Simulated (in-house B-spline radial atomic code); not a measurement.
Configurations of Se8+, with energies counted from [Ar] 3d8. Level of theory: Dirac-Hartree-Fock, average of configuration, Fermi nucleus of rms radius 4.14 fm; calculated with an all-electron radial atomic-structure program (B-spline basis). Energies include first-order Breit, QED and recoil terms.

Occupations are held fixed; configurations that lie above the ionisation limit could autoionise.

| configuration | E - E(ref) (eV) | highest orbital | its <r> (bohr) |
| --- | --- | --- | --- |
| [Ar] 3d7 4p1 | 99.485 | 4p3/2 | 1.446 |
| [Ar] 3d7 4f1 | 150.82 | 4f5/2 | 1.879 |
| [Ar] 3d7 6s1 | 174.63 | 6s1/2 | 3.92 |
| [Ar] 3d7 5f1 | 176.22 | 5f5/2 | 3.329 |
| [Ar] 3d7 7s1 | 189.44 | 7s1/2 | 5.704 |
| [Ar] 3d7 6f1 | 190.19 | 6f7/2 | 5.122 |
| [Ne] 3s2 3p5 3d8 4s1 | 191.15 | 4s1/2 | 1.344 |
| [Ar] 3d7 7p1 | 191.64 | 7p3/2 | 6.025 |
| [Ne] 3s2 3p5 3d8 5f1 | 285.86 | 5f5/2 | 3.325 |
| [Ne] 3s2 3p5 3d8 5g1 | 287.29 | 5g9/2 | 3.048 |

Q: Order these further configurations by energy, lowest first.
A. [Ne] 3s2 3p5 3d8 7f1
B. [Ar] 3d7 5g1
C. [Ne] 3s2 3p5 3d8 4f1
D. [Ar] 3d7 5s1
E. [Ne] 3s2 3p5 3d9

A: E (111.04 eV), D (146.52 eV), B (177.61 eV), C (260.42 eV), A (308.29 eV).

Q: How far above the reference does [Ne] 3s2 3p5 3d8 7g1 lie?

A: 308.89 eV; its least bound orbital is 7g9/2 with <r> = 7.038 bohr.

Q: How far above the reference does [Ar] 3d7 6p1 lie?

A: 178.44 eV; its least bound orbital is 6p3/2 with <r> = 4.168 bohr.

Q: How far above the reference does [Ne] 3s2 3p5 3d8 6f1 lie?

A: 299.85 eV; its least bound orbital is 6f7/2 with <r> = 5.118 bohr.

Q: One of these lies 81.4 eV from the reference. Which?
A. [Ne] 3s2 3p5 3d8 6s1
B. [Ar] 3d7 5p1
C. [Ar] 3d7 4s1

A: C.
